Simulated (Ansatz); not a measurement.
Basis-set extrapolation for C$_{2}$H$_{7}$BO$_{2}$ (PBE0-D4/def2-TZVP geometry, frozen core, Ansatz 0.2.0). Multiplicity 1, RHF reference.

```csv
,def2-TZVPP,def2-QZVPP
HF,-254.289426,-254.301239
MP2 correlation,-0.941897,-1.009308
CCSD(T) correlation,-1.013657,not run
```

Energies in hartree. Use E(X) = E(∞) + A·exp(−7.88·√X) for Hartree–Fock and E(X) = E(∞) + B·X^(−2.97) for correlation, with X = 3 and 4, and add CCSD(T) minus MP2 of the smaller set to the MP2 limit.

Problem. What is the CCSD(T) energy at the basis-set limit?

Solution. HF limit: -254.301239 + (-0.011813) × 0.13774 = -254.30287. MP2 limit: -1.009308 + (-0.067411) × 0.74074 = -1.05924. Higher-order term: -1.013657 − (-0.941897) = -0.07176. Total: -255.43387 hartree, 343.4 kJ/mol below CCSD(T)/def2-TZVPP.
